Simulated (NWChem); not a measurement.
System meant: CH5GaS; SMILES [GaH2][S]C

The following NWChem deck was run.

```
start job
memory heap 200 mb stack 900 mb global 1100 mb
geometry units angstroms noautoz
  Ga     0.102450    -1.117738     0.000154
  H     -1.004614    -2.233726     0.000512
  H      1.669709    -1.300076    -0.001310
  S     -0.639147     0.960119     0.001329
  C      0.905933     1.959812     0.001695
  H      0.919278     2.597992     0.905870
  H      0.913285     2.606974    -0.896133
  H      1.808438     1.319190    -0.004524
end
basis spherical
  * library def2-svp
end
dft
  odft
  mult 2
  xc b3lyp
  iterations 150
  mulliken
end
task dft energy
```

End of the output:

```
 Summary of "ao basis" -> "" (spherical)
 ------------------------------------------------------------------------------
       Tag                 Description            Shells   Functions and Types
 ---------------- ------------------------------  ------  ---------------------
 *                          def2-svp                  on all atoms

                                 NWChem DFT Module
                                 -----------------

 Summary of "ao basis" -> "ao basis" (spherical)
 ------------------------------------------------------------------------------
       Tag                 Description            Shells   Functions and Types
 ---------------- ------------------------------  ------  ---------------------
 Ga                         def2-svp                12       32   5s4p3d
 H                          def2-svp                 3        5   2s1p
 S                          def2-svp                 8       18   4s3p1d
 C                          def2-svp                 6       14   3s2p1d

 Summary of "ao basis" -> "ao basis" (spherical)
 ------------------------------------------------------------------------------
       Tag                 Description            Shells   Functions and Types
 ---------------- ------------------------------  ------  ---------------------
 Ga                         def2-svp                12       32   5s4p3d
 H                          def2-svp                 3        5   2s1p
 S                          def2-svp                 8       18   4s3p1d
 C                          def2-svp                 6       14   3s2p1d

  number of electrons :                   58
  multiplicity        :                    2
 ------------------------------------------------------------------------
  no. of electrons and multiplicity not compatible                  58
 ------------------------------------------------------------------------
 ------------------------------------------------------------------------
  current input line :
    23: task dft energy
 ------------------------------------------------------------------------
 ------------------------------------------------------------------------
 There is an error in the input file
 ------------------------------------------------------------------------
 For more information see the NWChem manual at https://nwchemgit.github.io

0: no. of electrons and multiplicity not compatible:Received an Error in Communication
```

Question: Find the fault in this run and fix the input.

Answer: The input was rejected before any calculation. Cause: the multiplicity doesn't fit the number of electrons (an even count wants an odd multiplicity, and the reverse). This input runs:
```
start job
memory heap 200 mb stack 900 mb global 1100 mb
geometry units angstroms noautoz
  Ga     0.102450    -1.117738     0.000154
  H     -1.004614    -2.233726     0.000512
  H      1.669709    -1.300076    -0.001310
  S     -0.639147     0.960119     0.001329
  C      0.905933     1.959812     0.001695
  H      0.919278     2.597992     0.905870
  H      0.913285     2.606974    -0.896133
  H      1.808438     1.319190    -0.004524
end
basis spherical
  * library def2-svp
end
dft
  xc b3lyp
  iterations 150
  mulliken
end
task dft energy
```
It converges to -2363.84180 Ha (B3LYP/def2-SVP).
